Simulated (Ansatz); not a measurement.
Reaction (redistribution): `OC[SiH2]S` + `F[SiH2]O[SiH3]` → `F[SiH2][SiH2]S` + `OCO[SiH3]`

Program: Ansatz. Geometries: PBE0-D4/def2-TZVP. ΔE: electronic, gas phase. CBS: MP2 limit from def2 TZ/QZ plus the TZ coupled-cluster correction, frozen cores. Functionals use def2-TZVPP. B3LYP here is the variant with VWN-RPA as its local correlation; programs differ in this. One conformer a species, not always the lowest.

```csv
level,ΔE (kJ/mol)
LDA (SPW92),152.3
r2SCAN-D4,170.8
r2SCAN0-D4,176.1
BHLYP-D4,184.8
B3LYP,173.1
r2SCAN0,176.0
CAM-B3LYP,179.9
SCS-MP2/def2-TZVPP,190.4
```

Task: What does CCSD(T)/CBS give? (Best estimate.)

Result: Ansatz gave: +183.6 kJ/mol. The listed levels differ from it by -31.3, -12.8, -7.5, 1.2, -10.5, -7.6, -3.7, 6.8 kJ/mol.

Largest T1 diagnostic among the species: 0.012.

From PBE to PBE0 (25 % exact exchange), in def2-TZVPP and without D4, ΔE moves by +10.7 kJ/mol. At CCSD(T), def2-SVP lies −25.9 kJ/mol from the extrapolated value and def2-TZVPP −3.5 kJ/mol.
